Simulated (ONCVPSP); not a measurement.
## Ranking ONCV potentials for Co

All share these settings but for the change named:

```
Element                 : Co (Z = 27)
Generator               : ONCVPSP 4.0.1
Type                    : optimised norm-conserving Vanderbilt (ONCV)
Functional              : Wu-Cohen
Relativity              : non-relativistic
Frozen core             : [Ne]
Valence charge          : 17
Reference configuration : 3s2 3p6 3d6 (charge +3)
Partial waves           : 3s: rc 0.95 bohr, ncon 3, nbas 6, qcut 11.9 1/bohr, 2 projectors, debl 2.1 Ha; 3p: rc 0.95 bohr, ncon 4, nbas 8, qcut 17.3 1/bohr, 2 projectors, debl 1.3 Ha; 3d: rc 0.95 bohr, ncon 4, nbas 9, qcut 19.2 1/bohr, 2 projectors, debl 2.7 Ha; f scattering state at 0.46 Ha: rc 0.80 bohr, ncon 3, nbas 8, qcut 12.3 1/bohr, 2 projectors, debl 3.9 Ha
Local potential         : polynomial inside 0.60 bohr (lpopt 5, dvloc0 1 Ha)
Core correction         : Teter function, fcfact 2.25, rcfact 1.1
```

In the s channel the program set the typed energies aside and used -5.069, 0.250 Ha. In the p channel the program set the typed energies aside and used -3.788, 0.250 Ha.

Cutoff: the first of the cutoffs (Ha) at which the residual kinetic energy of the hardest occupied pseudo-wave falls to 1 and 0.1 mHa per electron; the density cutoff is not measured.

The base gives 120 Ha.

Of 8 variants that were run, those that failed, showed a ghost or another fault, or gave nearly equal values are left out.

A variant can come out equal or close to the base.

**Question.** Rank these variants from softest to hardest (loose cutoff).
A. all radii but the core radius scaled by about 0.86 (s 0.82, p 0.82, d 0.82, f 0.68 bohr); local potential polynomial inside 0.52 bohr (lpopt 5, dvloc0 1 Ha)
B. all radii but the core radius scaled by about 1.20 (s 1.14, p 1.14, d 1.14, f 0.96 bohr); local potential polynomial inside 0.72 bohr (lpopt 5, dvloc0 1 Ha)
C. all radii but the core radius scaled by about 1.11 (s 1.06, p 1.06, d 1.06, f 0.88 bohr); local potential polynomial inside 0.66 bohr (lpopt 5, dvloc0 1 Ha)

**Answer.** B (94 Ha), C (109 Ha), A (134 Ha).
